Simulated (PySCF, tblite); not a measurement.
Isomers of C4H11FN2Si, one GFN2-xTB conformer each. Single-point energies are computed at PBE0/pcSseg-1 (PySCF, gas phase, no added dispersion term), electronic only.

Problem. Rank them by PBE0/pcSseg-1 energy, lowest first (kJ/mol).
A. `[CH3:1][Si@@H:2]1[NH:3][CH2:4][C@@H:5]([CH2:6][F:7])[NH:8]1` with C4–C5–C6–F7 -170°, C1–Si2–N3–C4 -143°, Si2–N3–C4–C5 34°, N3–C4–C5–C6 -153°, C4–C5–N8–Si2 19°
B. `[F:1][CH2:2][CH2:3][C@@H:4]1[CH2:5][NH:6][SiH2:7][NH:8]1` with F1–C2–C3–C4 73°, C2–C3–C4–C5 -65°, C3–C4–C5–N6 -156°, C4–C5–N6–Si7 31°, C5–N6–Si7–N8 -13°, N6–Si7–N8–C4 -10°

Solution. A (0.0), B (50.2).

As drawn, the lower has an Si–C bond, which the higher lacks. GFN2-xTB itself gives, in the same order: 25.6, 0.0. GFN2-xTB puts FCC[C@@H]1CN[SiH2]N1 lowest instead.

Problem. Which frontier levels, dipoles and rotational constants go with these structures?

Solution. 
| SMILES | HOMO (eV, PBE0/pcSseg-1) | LUMO (eV) | dipole (D) | A, B, C (MHz) |
| --- | --- | --- | --- | --- |
| C[Si@@H]1NC[C@@H](CF)N1 | -6.51 | 1.23 | 1.87 | 3528, 978.5, 828.8 |
| FCC[C@@H]1CN[SiH2]N1 | -6.46 | 0.72 | 1.56 | 4139, 932.3, 799.4 |

Problem. What happens when harmonic zero-point energies from GFN2-xTB frequencies are added?

Solution. 
```
                 SMILES  ZPE (kJ/mol)  electronic (kJ/mol)  with ZPE (kJ/mol)
C[Si@@H]1NC[C@@H](CF)N1         399.7                  0.0                0.0
   FCC[C@@H]1CN[SiH2]N1         397.6                 50.2               48.2
```

The zero-point energies span 2.1 kJ/mol. The order is unchanged.
